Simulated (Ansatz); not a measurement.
Total energies of C$_{2}$H$_{7}$GaO$_{2}$, SMILES `[CH3][GaH][O]CO`.

| atom | x (Å) | y (Å) | z (Å) |
| --- | --- | --- | --- |
| C1 | 0.489 | -1.616 | 1.122 |
| Ga2 | 0.930 | 0.129 | 0.348 |
| O3 | 0.503 | 0.351 | -1.469 |
| C4 | -0.767 | 0.796 | -1.363 |
| O5 | -0.977 | 1.188 | 0.048 |
| H6 | 1.327 | -2.307 | 1.000 |
| H7 | 0.284 | -1.530 | 2.191 |
| H8 | -0.383 | -2.050 | 0.630 |
| H9 | 1.934 | 1.206 | 0.891 |
| H10 | -0.977 | 1.671 | -1.995 |
| H11 | -1.531 | 0.025 | -1.535 |
| H12 | -0.834 | 2.137 | 0.131 |

Total charge 0; spin multiplicity 1. Correlated methods include outer-core shells of Ga, which these sets cover unevenly. Scalar relativity is left out up to krypton. All single points use the PBE0-D4/def2-TZVP geometry. It is one conformer, not always the lowest. Basis def2-TZVPP, the Gaussian-basis code of Ansatz.

RPA on PBE orbitals: Hartree–Fock energy of these orbitals -2152.82429 Eh, correlation -1.68193 Eh (frozen core).

```json
{"functional": "PBE", "energy without D4 (Eh)": "-2155.27909", "D4 term (kJ/mol)": "-23.0"}
{"functional": "HSE06 (plane-wave form)", "energy without D4 (Eh)": "-2155.31939", "D4 term (kJ/mol)": "-18.1"}
```

Question: Give the same for LDA (SPW92), revPBE, BLYP, r2SCAN, B97M-V, PBE0, B3LYP, r2SCANh, r2SCAN0, BHLYP, CAM-B3LYP, LC-ωPBE, ωB97X-V, ωB97M-V, B2PLYP, PBE-QIDH. (An estimate is asked.)

Answer: The calculation gave: 
```tsv
functional	energy without D4 (Eh)	D4 term (kJ/mol)
LDA (SPW92)	-2150.98398	–
revPBE	-2155.62598	-70.4
BLYP	-2155.83942	-50.4
r2SCAN	-2155.71268	-5.7
B97M-V	-2155.43112	–
PBE0	-2155.33167	-19.4
B3LYP	-2155.90042	-37.0
r2SCANh	-2155.68910	-6.0
r2SCAN0	-2155.65555	-6.7
BHLYP	-2155.69049	-28.6
CAM-B3LYP	-2155.87102	-19.7
LC-ωPBE	-2155.46336	–
ωB97X-V	-2155.59623	–
ωB97M-V	-2155.64864	–
B2PLYP	-2155.30741	–
PBE-QIDH	-2154.96788	–
```

B3LYP takes the VWN-RPA correlation (the form of Gaussian; ORCA's B3LYP/G). HSE06 is the plane-wave form, built on full-range PBE exchange. The double hybrids freeze the cores in their second-order part.

LC-ωPBE has ω = 0.4 bohr⁻¹.
